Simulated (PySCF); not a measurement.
**Excitation energy of Cd by level of theory**

Cd [Kr] 4d10 5s2 (1S) → Cd [Kr] 4d9 5s2 5p1 (high-spin determinant), as a difference of total energies. All numbers are calculated (PySCF 2.14, scalar relativity by spin-free X2C-1e, in x2c-TZVPPall with one added diffuse shell each of s, p, d, f type (9s7p7d3f1g, 95 functions)). Correlated levels: valence: [Kr] frozen; valence and next inner shell: [Ar] 3d10 frozen. The calculations carry no spin-orbit coupling.

| method | excitation energy (cm⁻¹) |
| --- | --- |
| UHF | 87195 |
| LDA | 98943 |
| PBE | 96871 |
| PBE0 | 95732 |
| r2SCAN | 96075 |
| TPSSh | 95611 |
| BP86 | 96850 |
| wB97M-V | 95385 |
| BHandHLYP | 94380 |
| MP2 (valence) | 100500 |
| SCS-MP2 (valence) | 99226 |
| MP2 (valence and next inner shell) | 99260 |
| SCS-MP2 (valence and next inner shell) | 97739 |

A first-order spin-orbit estimate (lowest level to lowest level, LS coupling) adds -0.210 eV.

The upper state lies above the first ionisation limit, where it may autoionise and the basis confines it.

The determinant of the upper state mixes LS terms, which raises its energy above the lowest term, most at the Hartree-Fock and MP2 levels.
